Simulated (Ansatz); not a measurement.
The cluster Ba13⁺, relaxed as a doublet with UKS PBE/def2-SVP in Ansatz, starting from packed atoms. Force threshold 0.03 eV/Å.

In the def2 sets Ba takes a core potential; there is no spin–orbit coupling. The structure comes from a short search, and lower isomers may exist.

Start:

```tsv
atom	x (Å)	y (Å)	z (Å)
Ba1	3.9224	-0.5370	-0.7494
Ba2	-3.6058	-1.3073	0.6652
Ba3	-1.1175	-4.5313	1.6624
Ba4	-0.1211	1.0461	-0.1067
Ba5	4.0187	2.3413	3.3779
Ba6	2.8942	-4.3964	-0.2366
Ba7	0.8342	0.9754	-4.2336
Ba8	-3.7548	3.3386	-0.0098
Ba9	-0.1623	-2.6431	-2.2343
Ba10	-1.0899	2.2376	4.4121
Ba11	1.4949	-1.2228	3.3883
Ba12	-0.1716	4.6885	-2.6572
Ba13	-3.1413	0.0103	-3.2781
```

```json
{"step": "1", "energy (eV)": "-9008.2097", "largest force component (eV/Å)": "0.486", "SCF passes": "429"}
{"step": "2", "energy (eV)": "-9008.6511", "largest force component (eV/Å)": "0.415", "SCF passes": "112"}
{"step": "3", "energy (eV)": "-9009.1011", "largest force component (eV/Å)": "0.365", "SCF passes": "97"}
{"step": "4", "energy (eV)": "-9009.4345", "largest force component (eV/Å)": "0.296", "SCF passes": "97"}
{"step": "5", "energy (eV)": "-9009.6828", "largest force component (eV/Å)": "0.216", "SCF passes": "96"}
{"step": "6", "energy (eV)": "-9009.8442", "largest force component (eV/Å)": "0.131", "SCF passes": "83"}
{"step": "7", "energy (eV)": "-9009.9181", "largest force component (eV/Å)": "0.090", "SCF passes": "79"}
{"step": "8", "energy (eV)": "-9009.9485", "largest force component (eV/Å)": "0.080", "SCF passes": "76"}
{"step": "9", "energy (eV)": "-9009.9763", "largest force component (eV/Å)": "0.074", "SCF passes": "79"}
{"step": "10", "energy (eV)": "-9010.0045", "largest force component (eV/Å)": "0.065", "SCF passes": "74"}
{"step": "11", "energy (eV)": "-9010.0320", "largest force component (eV/Å)": "0.055", "SCF passes": "74"}
{"step": "12", "energy (eV)": "-9010.0527", "largest force component (eV/Å)": "0.027", "SCF passes": "81"}
{"step": "13", "energy (eV)": "-9010.0597", "largest force component (eV/Å)": "0.026", "SCF passes": "87"}
{"step": "14", "energy (eV)": "-9010.0675", "largest force component (eV/Å)": "0.024", "SCF passes": "75"}
{"step": "15", "energy (eV)": "-9010.0869", "largest force component (eV/Å)": "0.035", "SCF passes": "80"}
{"step": "16", "energy (eV)": "-9010.1113", "largest force component (eV/Å)": "0.035", "SCF passes": "88"}
{"step": "17", "energy (eV)": "-9010.1329", "largest force component (eV/Å)": "0.033", "SCF passes": "97"}
{"step": "18", "energy (eV)": "-9010.1417", "largest force component (eV/Å)": "0.030", "SCF passes": "100"}
{"step": "19 (rejected)", "energy (eV)": "-9010.1038", "largest force component (eV/Å)": "0.149", "SCF passes": "103"}
{"step": "20", "energy (eV)": "-9010.1456", "largest force component (eV/Å)": "0.009", "SCF passes": "96"}
```

Force components are those of the run's own axes.

End:

Cartesian coordinates in Å:
```
Ba 3.960 -1.031 -0.797
Ba -3.216 -1.258 1.229
Ba -1.250 -5.323 1.717
Ba -0.237 1.072 -0.207
Ba 3.095 2.890 1.029
Ba 2.985 -5.236 0.555
Ba 1.795 1.598 -3.601
Ba -4.163 3.010 0.399
Ba -0.007 -2.641 -1.733
Ba -0.900 2.667 3.395
Ba 1.153 -1.532 2.519
Ba -0.422 4.890 -1.238
Ba -2.795 0.893 -3.267
```

Bonds formed: Ba2–Ba10, Ba2–Ba11, Ba4–Ba5, Ba5–Ba7, Ba5–Ba12, Ba9–Ba11, Ba12–Ba13 (atoms count from 1). Metal–metal contacts that move far: Ba8–Ba10 5.28 to 4.44 Å, Ba2–Ba13 4.18 to 5.00 Å, Ba7–Ba9 4.25 to 4.97 Å, Ba5–Ba11 4.37 to 5.05 Å, Ba1–Ba5 5.03 to 4.41 Å, Ba5–Ba10 5.21 to 4.65 Å. The end is the same structure that another start reached.

The force fell under the threshold at step 12, but the optimiser went on and released 0.093 eV more. No frequencies were taken in this run, so the end may be a saddle point.

It took 4.2 min on 2 threads of AMD EPYC 7R13 on a shared host and a share (18 GiB) of an NVIDIA H100 80GB HBM3, peak host memory 1.2 GiB.
